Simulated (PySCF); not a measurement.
CH7NOSi2, SMILES C1N[SiH2]O[SiH2]1.

Geometry: PBE0-D3(BJ)/def2-SVP. This is a generated structure with no PubChem entry under its InChIKey; it may be hypothetical. One conformer was computed; it need not be the lowest.

Level of theory: SMD-PBE0/def2-SVP (PySCF).

Solvation free energies are E(SMD) − E(gas) at the gas-phase geometry, for 1 M in both phases. In vacuum the dipole moment is 2.24 D.

Task: Estimate the solvation free energies in water, cyclohexanone, benzene. (An estimate is asked for; the answer gives what the named calculation found.)

Result: 
```
solvent        ΔG(solv) (kcal/mol)  its non-electrostatic (CDS) part  dipole (D)
-------------  -------------------  --------------------------------  ----------
water                         -0.6                               3.4        3.02
cyclohexanone                 -2.4                               0.3        2.82
benzene                       -2.2                              -0.8        2.51
```
